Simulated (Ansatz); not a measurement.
Consider the ligand exchange at the Si–C bond: `FCNC[SiH3]` + `[OH][Sn][F]` → `[F][Sn][O][SiH3]` + `CNCF`.

Gas-phase electronic energies from Ansatz, PBE0-D4/def2-TZVP geometries. CCSD(T)/CBS is the MP2 limit (def2-TZVPP, def2-QZVPP) plus CCSD(T) − MP2 in def2-TZVPP, frozen cores. Functionals use def2-TZVPP. HSE06 is defined as in plane-wave codes. def2 core potentials past Kr. For Sn outer-core shells are correlated without core-valence functions, which leaves a few kJ/mol of doubt a bond. Each species was taken in one conformer, which may not be the lowest.

(1) Is it downhill or uphill in electronic energy at CCSD(T)/CBS, and by how much? (Estimate.)

(2) What do these levels give: HSE06-D4, r2SCAN, CCSD(T)/def2-SVP, SCS-MP2/def2-TZVPP, CCSD(T)/def2-TZVPP, HF/def2-QZVPP? (An estimate is asked.)

Largest T1 diagnostic among the species: 0.018.

Results:

(1) Ansatz gave: Downhill: ΔE = -30.2 kcal/mol.

(2) Ansatz gave: HSE06-D4 -28.1, r2SCAN -29.5, CCSD(T)/def2-SVP -31.4, SCS-MP2/def2-TZVPP -32.2, CCSD(T)/def2-TZVPP -30.5, HF/def2-QZVPP -36.3 kcal/mol.

At CCSD(T), def2-SVP lies −1.3 kcal/mol from the extrapolated value and def2-TZVPP −0.3 kcal/mol. From BLYP to BHLYP (50 % exact exchange), in def2-TZVPP and without D4, ΔE moves by −3.5 kcal/mol. In def2-TZVPP, CCSD(T) changes the Hartree–Fock value by +5.6 kcal/mol (the triples alone add +0.8 kcal/mol) and MP2 by +5.0 kcal/mol.
